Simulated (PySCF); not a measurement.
## From computed data to an observable: dipole moment from atomic charges

Ni(CO) (CNiO), SMILES [O+]#[C-]->[Ni], multiplicity 1. Atoms are numbered in the order given.

```xyz
3

Ni     0.0000     0.0000     0.7741
O      0.0000     0.0000    -2.0393
C      0.0000     0.0000    -0.8933
```

Geometry: PBE0-D3(BJ)/def2-TZVP. The multiplicity is an assumed one; other spin states were not compared.

Charges (e) from PBE/def2-TZVPD (PySCF):

```csv
atom,IAO,ESP fit
Ni1,0.090,0.431
O2,-0.226,0.097
C3,0.136,-0.528
```

The dipole moment of the full density is 3.21 D.

Q: What dipole moment does each set of point charges give, and which comes closer to that of the density?

A: 
μ = Σ q r, and 1 e Å = 4.8032 D.
IAO: Σ q r = (0.000, 0.000, 0.409) e Å, |μ| = 1.96 D.
ESP fit: Σ q r = (0.000, 0.000, 0.607) e Å, |μ| = 2.92 D.
ESP fit comes closer in size. Point charges leave out the atoms' own dipoles (lone pairs, polarised bonds); fits to the potential absorb them, partitions of the density don't.
